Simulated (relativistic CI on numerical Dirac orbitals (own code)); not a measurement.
# Crystal-field levels of Eu2+, 4f7

Calculated by Dirac-Coulomb-Breit CI, separate exchange-only KLI orbitals for each configuration, model QED (radiative potential, 1s self-energy scaled to tabulated hydrogen-like ionisation energies), valence Slater integrals scaled by 0.85, one configuration in a parametric crystal field (own radial code).

Field parameters in Wybourne normalisation; cubic f-shell fields have B⁴₄ = √(5/14) B⁴₀ and B⁶₄ = −√(7/2) B⁶₀. The field is a parameter set, without covalency.

S and J are read from ⟨S²⟩ = S(S + 1) and ⟨J²⟩ = J(J + 1) of each level; they are not fictitious spins.

Oh, B40 = -900, B60 = -470 cm⁻¹, the lowest 10 levels:

```
E (cm⁻¹)  Degeneracy  Irrep     S     J
     0.0           2     Γ6  3.48  3.50
     0.0           4     Γ8  3.48  3.50
     0.0           2     Γ7  3.48  3.50
   28070           2     Γ6  2.46  3.55
   28080           4     Γ8  2.46  3.55
   28087           2     Γ7  2.46  3.55
   28498           4     Γ8  2.48  2.60
   28506           2     Γ7  2.48  2.61
   28916           4     Γ8  2.48  1.70
   30599           2     Γ6  2.44  3.51
```

Principal g values of the ground doublet: 4.66, 4.66, 4.66.

Oh, B40 = -1130, B60 = 450 cm⁻¹, the lowest 10 levels:

| E (cm⁻¹) | Degeneracy | Irrep | S | J |
| --- | --- | --- | --- | --- |
| 0.0 | 2 | Γ6 | 3.48 | 3.50 |
| 0.0 | 4 | Γ8 | 3.48 | 3.50 |
| 0.0 | 2 | Γ7 | 3.48 | 3.50 |
| 28071 | 2 | Γ6 | 2.46 | 3.55 |
| 28077 | 4 | Γ8 | 2.46 | 3.55 |
| 28096 | 2 | Γ7 | 2.46 | 3.54 |
| 28500 | 4 | Γ8 | 2.48 | 2.60 |
| 28506 | 2 | Γ7 | 2.48 | 2.60 |
| 28918 | 4 | Γ8 | 2.48 | 1.69 |
| 30606 | 2 | Γ6 | 2.44 | 3.50 |

Principal g values of the ground doublet: 4.66, 4.66, 4.66.

The next free-ion level lies 28115 cm⁻¹ above the lowest; the field splits the ground level into components whose J stays near 7/2 as long as their spread is small against that gap.

Levels of this model without a field, named by their leading LS term: ⁸S°7/2 0, ⁶P°7/2 28115, ⁶P°5/2 28544, ⁶P°3/2 28964, ⁶I°7/2 30621, ⁶I°9/2 30891, ⁶I°17/2 30969, ⁶I°11/2 31111 cm⁻¹.
